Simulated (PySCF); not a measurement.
# Dipole moment and polarisability of `N#C/C(F)=C1C=C\1F`

Species: C5HF2N.
Cartesian coordinates in Å at the GFN2-xTB level; atoms count from 1:
```xyz
9
C5HF2N angstrom
N      3.096    0.548    0.427
C      2.115   -0.016    0.245
C      0.903   -0.701    0.022
F      0.999   -2.046   -0.178
C     -0.281   -0.108    0.000
C     -1.137    1.076    0.102
C     -1.710   -0.092   -0.134
F     -2.791   -0.779   -0.342
H     -1.181    2.125    0.260
```

Level: CAM-B3LYP/def2-SVPD (PySCF), static field, nuclei fixed, core orbitals frozen in the response. The polarisability tensor in these axes (au):

```
x   95.57 -1.02  5.45
y   -1.02 58.11  3.15
z    5.45  3.15 38.18
```

**Question.** What are the eigenvalues, a third of the trace, and Δα (Δα² = ½Σ(αi − αj)² over the three pairs)?

**Answer.** Principal values 37.17, 58.60 and 96.10 au; mean 63.96 au = 9.48 Å³ = 10.54 × 10⁻⁴⁰ C²·m²/J; Δα = 51.66 au (81 % of the mean).

**Question.** What is the dipole moment, and where does it point?

**Answer.** (-5.10, 1.80, -0.21) D, 5.41 D in size, pointing from the negative to the positive side. Measured along this direction, the outermost atoms are N1 at the negative end and F8 at the positive end.

**Question.** Form Σ f/ω² (atomic units) for the 8 lowest TDDFT singlets, given as eV and f, and set it beside the mean polarisability, which is this sum over all singlets: 4.95, 0.0540; 5.22, 0.0016; 5.93, 0.0008; 6.19, 0.4848; 7.10, 0.0006; 7.27, 0.0043; 7.41, 0.0010; 7.71, 0.0000.

**Answer.** They add up to 11.13 au, 17.4 % of the 63.96 au; the largest single term is 9.35 au, from the state at 6.19 eV. Terms in order: 1.63, 0.04, 0.02, 9.35, 0.01, 0.06, 0.01, 0.00 au. Higher excitations give the rest. The strengths listed sum to 0.547.

**Question.** What molar refraction does this α imply?

**Answer.** Lorentz–Lorenz: R = (4π/3)N_A α = 2.5225 cm³/(mol·Å³) × 9.48 Å³ = 23.9 cm³/mol, in the limit of long wavelengths.

**Question.** What depolarisation ratio follows for Rayleigh scattering of linearly polarised light, taking the static tensor?

**Answer.** ρ = 3Δα²/(45ᾱ² + 4Δα²) = 8007.0/(184068 + 10676.0) = 0.0411.

Isolated species at its GFN2-xTB geometry, gas phase.
